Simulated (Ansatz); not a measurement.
`[OH][Ge]([OH])([F])[F]` → `OF` + `[OH][Ge][F]` at 400 K and 1 bar (germylene formation by 1,1-elimination).

Gas-phase electronic energies from Ansatz, PBE0-D4/def2-TZVP geometries. CBS: MP2 limit from def2 TZ/QZ plus the TZ coupled-cluster correction, frozen cores. This one scheme is used for every species. For Ge outer-core shells are correlated without core-valence functions, which leaves a few kJ/mol of doubt a bond. Scalar relativity is left out up to krypton. Each species was taken in one conformer, which may not be the lowest.

| species | CCSD(T)/CBS energy (Eh) | H − E (kJ/mol) | S (J/(mol·K)) |
| --- | --- | --- | --- |
| `[OH][Ge]([OH])([F])[F]` | -2427.38846 | 117.1 | 371.6 |
| `OF` | -175.42775 | 51.1 | 236.7 |
| `[OH][Ge][F]` | -2251.74560 | 59.1 | 297.8 |

H − E and S are ideal-gas, rigid-rotor, harmonic terms from PBE0-D4/def2-TZVP, for one conformer and one mirror image of each species. 1 Eh = 2625.50 kJ/mol, R = 8.31446 J/(mol·K).

By hand: ΔE, ΔH, ΔS and ΔG.

ΔE = (-175.42775) + (-2251.74560) − (-2427.38846) = 0.21511 Eh = 564.8 kJ/mol. Δ(H − E) = 51.1 + 59.1 − 117.1 = -6.9, so ΔH = 557.9 kJ/mol. ΔS = 236.7 + 297.8 − 371.6 = 162.9 J/(mol·K). ΔG = 557.9 − 400 × (162.9)/1000 = 492.7 kJ/mol.

By hand: the equilibrium constant, and the temperature at which ΔG would vanish if ΔH and ΔS stayed fixed.

log₁₀ K = −ΔG/(RT ln 10) = -64.3. ΔG = 0 at ΔH/ΔS = 3425 K, far beyond where these terms or the molecules hold.

The number of gas molecules changes by +1, which sets the sign of ΔS. A doubt of 5 kJ/mol in ΔE shifts log₁₀ K by 0.7 here. Other conformers and mirror images would add mixing entropy, several J/(mol·K) or more a flexible species. These are equilibria of isolated gas molecules and say nothing of rates. Largest T1 diagnostic: 0.015 (customary marks: 0.02 for closed shells, 0.045 for open ones).
